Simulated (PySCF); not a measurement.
**Frontier orbitals and the lowest excitations**

CH5NOSi.
Structure used (PBE0-D3(BJ)/def2-SVP), in Å, numbered top down from 1:
```
atom  x, y, z in Å
N1    -1.3215   -0.5179   -0.5506
Si2   -0.0603    0.5474   -0.0365
C3     1.4993   -0.4654    0.4848
O4     2.3757    0.0224    1.1549
H5    -1.9000   -0.2532   -1.3395
H6    -1.8593   -1.0527    0.1219
H7    -0.3759    1.4574    1.1097
H8     0.3249    1.3682   -1.2237
H9     1.5933   -1.5280    0.1134
```

Computed with PySCF 2.14.0, density-fitted response routines, TDDFT B3LYP/def2-SVPD, vertical, gas phase, core orbitals frozen in the response.

Kohn–Sham orbitals with the atoms that hold most of them (Löwdin shares over 4%, at most four atoms; ? is withheld):

```tsv
orbital	ε (eV)	atoms
LUMO+2	0.61	Si2 30%, C3 24%, H8 11%, H7 10%
LUMO+1	-0.16	Si2 31%, N1 16%, H5 14%, H6 14%
LUMO	-1.91	?
HOMO	-6.70	O4 46%, C3 21%, Si2 11%, H9 10%
HOMO-1	-7.85	?
HOMO-2	-9.64	Si2 34%, H8 26%, H7 16%, N1 9%
HOMO-3	-10.96	Si2 29%, H7 19%, N1 17%, O4 12%
```

Question: Which atoms hold the HOMO-1, and with what shares?

Answer: N1 (bonded to Si and 2 H) 60%; Si2 (bonded to C, N and 2 H) 12%; O4 (bonded to C) 7%; H5 (bonded to N) 6%.

Question: Which atoms hold the LUMO, and with what shares?

Answer: C3 (bonded to O, Si and H) 40%; O4 (bonded to C) 33%; Si2 (bonded to C, N and 2 H) 14%; H9 (bonded to C) 6%.

Question: How does S1 compare with the orbital gap of 4.79 eV?

Answer: S1 is at 3.12 eV (f = 0.0007), 1.67 eV below the gap, made of HOMO→LUMO (97%). 

Question: One configuration dominates each of S1, S2, S3, S5 and S6. Which, and how do the shares of the two leading atoms of either orbital change from the occupied to the empty one?

Answer: 
- S1 (3.12 eV, f 0.0007), HOMO→LUMO (97%): O4 46% → 33%, C3 21% → 40%
- S2 (4.94 eV, f 0.0049), HOMO-1→LUMO (97%): N1 60% → at most 6%, Si2 12% → 14%, C3 at most 6% → 40%, O4 7% → 33%
- S3 (5.65 eV, f 0.0022), HOMO→LUMO+1 (97%): O4 46% → at most 15%, C3 21% → at most 15%, Si2 11% → 31%, N1 at most 10% → 16%
- S5 (6.59 eV, f 0.015), HOMO-1→LUMO+1 (96%): N1 60% → 16%, Si2 12% → 31%
- S6 (6.87 eV, f 0.013), HOMO-2→LUMO (71%): Si2 34% → 14%, H8 26% → at most 6%, C3 at most 9% → 40%, O4 at most 9% → 33%

Löwdin shares depend on the basis, the more so with diffuse functions.

One conformer stands for the species.
